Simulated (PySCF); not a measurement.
## Spin-rotation constants: `C(C1=C[C@H](N)C=C1)=O`, C6H7NO

Geometry:
| atom | x (Å) | y (Å) | z (Å) |
| --- | --- | --- | --- |
| N1 | 2.305 | -0.663 | 0.154 |
| C2 | 1.181 | 0.029 | -0.454 |
| C3 | 0.764 | 1.267 | 0.294 |
| C4 | -0.553 | 1.244 | 0.512 |
| C5 | -1.114 | 0.005 | -0.020 |
| C6 | -2.522 | -0.366 | 0.057 |
| O7 | -3.002 | -1.382 | -0.380 |
| C8 | -0.118 | -0.723 | -0.571 |
| H9 | 2.064 | -0.944 | 1.099 |
| H10 | 2.532 | -1.499 | -0.374 |
| H11 | 1.497 | 0.326 | -1.466 |
| H12 | 1.469 | 2.025 | 0.575 |
| H13 | -1.143 | 1.995 | 1.005 |
| H14 | -3.154 | 0.387 | 0.571 |
| H15 | -0.210 | -1.693 | -1.023 |

Method used: GIAO B97-2/pcSseg-1 magnetisability, rotational g tensor and spin-rotation constants, non-relativistic, gas phase (PySCF). Geometry: GFN2-xTB.

**Question.** Give the nuclear spin-rotation constants along the inertial axes (H = +C I·J) beside the isotropic shieldings.

**Answer.** Rotational constants 4.8519, 1.3686, 1.1167 GHz. A star marks the isotopologue with that one atom substituted, in its own axes.
```tsv
atom	isotope	Caa (kHz)	Cbb (kHz)	Ccc (kHz)	mean (kHz)	σ (ppm)
N1	14N	0.254	0.056	0.029	0.113	236.1
H9	1H	-0.564	-0.171	0.004	-0.244	31.5
H10	1H	-0.574	0.015	-0.133	-0.231	30.8
H11	1H	-0.403	-0.132	0.032	-0.168	27.4
H12	1H	0.151	-0.027	-0.131	-0.002	25.1
H13	1H	-0.378	0.114	-0.125	-0.130	25.0
H14	1H	-0.152	0.088	-0.084	-0.049	21.8
H15	1H	-0.414	0.149	-0.135	-0.133	24.4
C2	13C*	1.065	0.293	0.251	0.536	117.1
C3	13C*	1.884	0.621	0.191	0.899	39.4
C4	13C*	1.543	0.642	0.187	0.790	52.4
C5	13C*	2.081	0.531	0.217	0.943	41.2
C6	13C*	2.396	0.623	0.276	1.098	-1.7
O7	17O*	-4.104	-1.229	-0.050	-1.794	-335.5
C8	13C*	2.054	0.668	0.171	0.964	29.4
```
For the geometry as given, no vibrational averaging.

**Question.** How do the rotational constants and the g tensor change when H9, H10, H11, H12, H13, H14, H15 are replaced by deuterium?

**Answer.** Constants 3.9666, 1.2600, 1.0137 GHz; g -0.0576, -0.0290, -0.0039, against -0.0702, -0.0314, -0.0042 before.
